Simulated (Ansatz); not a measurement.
The first iterations of a band of BCl2H2N + H2 (8 atoms, charge 0, multiplicity 1).

Level of theory: Ansatz, RHF/def2-SVP.

| Item | Value |
| --- | --- |
| movable images | 9 |
| climbing image | yes |
| spring | 5.0 eV/Å² |
| optimiser | quadratic models (default) |
| start path | straight line |
| force threshold | 0.03 eV/Å |
| iteration limit | 60 |
| end points | relaxed |

First end point:

```xyz
8
Properties=species:S:1:pos:R:3
B 0.089 -0.600 0.288
N 0.100 -0.662 1.669
H -0.727 -0.829 2.204
H 0.935 -0.544 2.204
Cl 1.592 -0.302 -0.608
Cl -1.428 -0.819 -0.608
H -0.735 3.162 0.426
H -0.616 3.047 1.155
```

Last end point:

```xyz
8
Properties=species:S:1:pos:R:3
B -0.095 0.417 0.057
N -0.088 0.362 1.685
H -0.180 -0.594 1.999
H 0.778 0.731 2.048
Cl 1.376 -0.595 -0.442
Cl -1.723 -0.331 -0.419
H 0.000 1.569 -0.259
H -0.858 0.894 2.062
```

| iteration | highest image above the first end (eV) | largest band force component (eV/Å) |
| --- | --- | --- |
| 1 | 7.156 | 11.525 |
| 2 | 4.587 | 4.532 |
| 3 | 3.376 | 9.226 |
| 4 | 3.027 | 3.613 |
| 5 | 2.235 | 4.111 |
| 6 | 2.069 | 1.240 |
| 7 | 2.283 | 1.365 |
| 8 | 2.563 | 1.452 |

Q: Does the band converge within its limit, and where does its top end?

A: The forces met the threshold. It ended after 25 iterations with the highest image 2.453 eV above the first end. Neighbouring images differ by up to 1.5 eV, so the band resolves the path poorly. Another band between the same ends (9 images) ends at a top of the same energy, where a vibrational analysis finds 1 clearly imaginary mode. The orbitals stay closed-shell, which can raise the energy where a bond breaks towards radicals; this wasn't checked here.

Time of the run: 4.1 min on 1 thread of Arm Neoverse V2, on a shared host, peak memory 0.15 GiB.
